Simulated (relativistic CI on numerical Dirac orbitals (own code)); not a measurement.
**d7 in a ligand field**

Computed with a parametric ligand-field model of a d^n configuration (Racah B and C, spin-orbit zeta, crystal field), exact diagonalisation.

Field parameters in Wybourne normalisation: Oh B⁴₀ = 21Dq, B⁴₄ = √(5/14) B⁴₀; Td as Oh with Dq negative (B⁴₀ = 21Dq, B⁴₄ = √(5/14) B⁴₀). The field is a parameter set, without covalency.

Q: A d7 ion in Td symmetry has the ground term 4A2 and bands at 4T2 7100 cm⁻¹ (1408 nm), 2E 7540 cm⁻¹ (1326 nm), 2T1 7828 cm⁻¹ (1277 nm), 4T1 10264 cm⁻¹ (974 nm), 2T2 11066 cm⁻¹ (904 nm), 4T1 15986 cm⁻¹ (626 nm). Which parameters reproduce them?

A: B = 330, C = 1710, ζ = 0 cm⁻¹, Td, 10Dq = -7100 cm⁻¹.

Q: A d7 ion in Oh symmetry has the ground term 2E and bands at 4T1 18447 cm⁻¹ (542 nm), 2T1 28883 cm⁻¹ (346 nm), 2T2 29575 cm⁻¹ (338 nm), 2T1 32871 cm⁻¹ (304 nm), 2T2 42849 cm⁻¹ (233 nm), 4T2 48098 cm⁻¹ (208 nm), 4T1 54998 cm⁻¹ (182 nm). Which parameters reproduce them?

A: B = 550, C = 2660, ζ = 0 cm⁻¹, Oh, 10Dq = 31000 cm⁻¹.

Q: Ground term and bands for B = 910, C = 4580, ζ = 0 cm⁻¹, Oh, 10Dq = 36350 cm⁻¹?

A: Ground term 2E with 1.03 electrons in the two orbitals of the cubic e set. Spin-allowed: 2T1 32992 cm⁻¹ (303 nm), 2T2 34107 cm⁻¹ (293 nm), 2T1 39340 cm⁻¹ (254 nm), 2T2 54875 cm⁻¹ (182 nm). Lowest spin-forbidden: 4T1 15056 cm⁻¹ (664 nm), 4T2 49336 cm⁻¹ (203 nm), 4T1 60915 cm⁻¹ (164 nm).

Q: A d7 ion in Td symmetry has the ground term 4A2 and bands at 4T2 5700 cm⁻¹ (1754 nm), 4T1 9725 cm⁻¹ (1028 nm), 2E 18523 cm⁻¹ (540 nm), 2T1 19163 cm⁻¹ (522 nm), 4T1 19975 cm⁻¹ (501 nm), 2A1 22170 cm⁻¹ (451 nm). Which parameters reproduce them?

A: B = 840, C = 4370, ζ = 0 cm⁻¹, Td, 10Dq = -5700 cm⁻¹.

Q: Ground term and bands for B = 320, C = 1430, ζ = 0 cm⁻¹, Oh, 10Dq = 38700 cm⁻¹?

A: Ground term 2E with 1.00 electrons in the two orbitals of the cubic e set. Spin-allowed: 2T1 37421 cm⁻¹ (267 nm), 2T2 37823 cm⁻¹ (264 nm), 2T1 39865 cm⁻¹ (251 nm), 2T2 45892 cm⁻¹ (218 nm). Lowest spin-forbidden: 4T1 31774 cm⁻¹ (315 nm), 4T2 69603 cm⁻¹ (144 nm), 4T1 73531 cm⁻¹ (136 nm).
